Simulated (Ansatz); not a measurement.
`[SiH3][SiH2][S][GeH3]` and `[SiH3][SiH2]S` differ in one atom or group.

Ansatz, PBE0-D4/def2-TZVP geometries, multiplicity 1. Each molecule was computed in one conformer, which needn't be the lowest.

Scalar relativity is left out up to krypton.

| property | `[SiH3][SiH2][S][GeH3]` |
| --- | --- |
| LUMO energy (PBE/def2-TZVPP) / eV | -1.32 |
| HOMO energy (PBE/def2-TZVPP) / eV | -6.03 |
| size of the dipole moment (PBE/def2-TZVPP) / D | 1.06 |
| HOMO–LUMO gap (B3LYP/def2-TZVPP) / eV | 6.28 |
| HOMO energy (PBE0/def2-TZVPP) / eV | -7.16 |
| HOMO–LUMO gap (PBE0/def2-TZVPP) / eV | 6.67 |

(1) Give the same properties after the change, and the shifts. (Best estimate.)

Results:

(1) Computed: 
| property | `[SiH3][SiH2]S` | shift |
| --- | --- | --- |
| LUMO energy (PBE/def2-TZVPP) / eV | -1.24 | 0.08 |
| HOMO energy (PBE/def2-TZVPP) / eV | -6.27 | -0.24 |
| size of the dipole moment (PBE/def2-TZVPP) / D | 0.86 | -0.20 |
| HOMO–LUMO gap (B3LYP/def2-TZVPP) / eV | 6.66 | 0.38 |
| HOMO energy (PBE0/def2-TZVPP) / eV | -7.50 | -0.34 |
| HOMO–LUMO gap (PBE0/def2-TZVPP) / eV | 7.10 | 0.43 |

With PBE0 the HOMO falls by 0.34 eV and the LUMO rises by 0.08 eV, so the gap widens by about 0.42 eV. PBE moves the HOMO by -0.24 eV and ωB97M-V by -0.47 eV. Dipoles are sizes alone; their direction can turn.

B3LYP here is the variant with VWN-RPA as its local correlation; programs differ in this.
